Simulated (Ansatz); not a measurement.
`B[CH2][Ga]([CH3])[F]` and `[CH3][Ga]([CH3])[F]` differ in one atom or group.

Ansatz, PBE0-D4/def2-TZVP geometries, multiplicity 1. Each molecule was computed in one conformer, which needn't be the lowest.

Scalar relativity is left out up to krypton.

```json
{"property": "HOMO energy (B3LYP/def2-TZVPP) / eV", "`B[CH2][Ga]([CH3])[F]`": "-8.01"}
{"property": "LUMO energy (B3LYP/def2-TZVPP) / eV", "`B[CH2][Ga]([CH3])[F]`": "-2.02"}
{"property": "LUMO energy (PBE0/def2-TZVPP) / eV", "`B[CH2][Ga]([CH3])[F]`": "-1.78"}
{"property": "HOMO–LUMO gap (ωB97M-V/def2-TZVPP) / eV", "`B[CH2][Ga]([CH3])[F]`": "10.44"}
{"property": "LUMO energy (ωB97M-V/def2-TZVPP) / eV", "`B[CH2][Ga]([CH3])[F]`": "0.04"}
{"property": "size of the dipole moment (PBE/def2-TZVPP) / D", "`B[CH2][Ga]([CH3])[F]`": "2.54"}
```

(1) What does the change do to each property? (Estimate.)

Results:

(1) Ansatz gave: 
```
                                      property  `[CH3][Ga]([CH3])[F]`  shift
           HOMO energy (B3LYP/def2-TZVPP) / eV                  -7.78   0.23
           LUMO energy (B3LYP/def2-TZVPP) / eV                  -0.89   1.13
            LUMO energy (PBE0/def2-TZVPP) / eV                  -0.57   1.21
       HOMO–LUMO gap (ωB97M-V/def2-TZVPP) / eV                  11.30   0.86
         LUMO energy (ωB97M-V/def2-TZVPP) / eV                   1.08   1.04
size of the dipole moment (PBE/def2-TZVPP) / D                   2.70   0.16
```

With PBE0 the HOMO rises by 0.24 eV and the LUMO rises by 1.21 eV, so the gap widens by about 0.97 eV. PBE moves the HOMO by 0.35 eV and ωB97M-V by 0.19 eV. Dipoles are sizes alone; their direction can turn.

B3LYP here is the variant with VWN-RPA as its local correlation; programs differ in this.
